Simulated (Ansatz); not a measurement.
## Which is lower?

Two relaxed structures of Si$_{2}$H$_{3}$I, singlet (PBE0-D4/def2-TZVP; forces vanish, vibrations not checked).

A:

```xyz
6
angstrom
Si -0.6697 0.3335 -0.9524
Si 0.4985 -0.0396 0.8405
I 1.9561 -1.9708 0.9677
H -1.2537 -0.8578 -1.6175
H -1.6471 1.4457 -0.8195
H 1.1159 1.0889 1.5812
```

B:

```xyz
6
angstrom
Si -0.6033 0.4221 -0.8303
Si 0.2476 -0.0716 1.3662
I 1.8843 -1.7040 0.4987
H -1.1420 -0.8208 -1.4509
H -1.6963 1.4368 -0.7938
H 0.4958 0.9520 -1.6855
```

Ansatz 0.2.0; basis: def2-TZVPP; cores frozen in the correlated methods. Filled d shells of the heavier atoms are correlated. Core potentials replace the inner electrons of the atoms past krypton. The def2 sets are not built for correlating such inner shells, so the correlated values are less sure here. B3LYP uses VWN-RPA correlation.

(1) Which structure is lower at CCSD(T), and by how much? (An estimate is asked for; the value comes from the calculation.)

The T1 diagnostic stays at or below 0.015. The restricted Hartree–Fock reference is unstable towards an unrestricted one at one or more of these structures. A large double-excitation amplitude points to some diradical character; no triplet was computed.

Answers

(1) Computed: B, by 0.182 eV (electronic energy, against the other). By their contacts, A is Si₂H₃I ([SiH2][SiH][I]) and B is Si₂H₃I ([SiH3][Si][I]).

All methods give the same order:

| method | E(B) − E(A) (eV) |
| --- | --- |
| PBE-D4 | -0.112 |
| r2SCAN-D4 | -0.059 |
| PBE0-D4 | -0.167 |
| B3LYP-D4 | -0.218 |
| wB97M-V | -0.341 |
| HF | -0.507 |
| MP2 | -0.147 |
| CCSD | -0.259 |
| CCSD(T) | -0.182 |

Labels in which every atom is bracketed show which atoms are joined, not bond orders.

For scale, one of the runs: CCSD(T)/def2-TZVPP, 176 basis functions, launched by `ansatz run in.yaml --threads 2 --pin off --events-out ev --progress --plain --max-ram 4352MiB`. Hardware: 2 CPU threads of an Arm Neoverse V1, shared host. Wall time 61 s; peak host memory 1.6 GiB.
